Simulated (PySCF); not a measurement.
**Correlation energy of Bi (bismuth, neutral)**

[Xe] 4f14 5d10 6s2 6p2 7s1, high-spin 4P determinant (an excited configuration). All numbers are calculated (PySCF 2.14, scalar relativity through the core potential, in aug-cc-pVQZ-PP with ECP60MDF). Frozen: 5s2 5p6 5d10; 5 electrons correlated.

MP2 pair energies summed by pair of shells (mhartree):

```tsv
pair	energy	share (%)
6s-6p	-25.36	49.9
6s-6s	-12.46	24.5
6p-7s	-5.10	10.0
6s-7s	-3.99	7.9
6p-6p	-3.91	7.7
```

Total MP2 correlation energy: -50.83 mhartree.

Same-spin part -13.27 and opposite-spin part -37.55 mhartree; SCS-MP2 scales them by 1/3 and 6/5 to -49.49 mhartree.

Spin-orbit coupling is strong in this species, so the high-spin LS determinant is a model state.
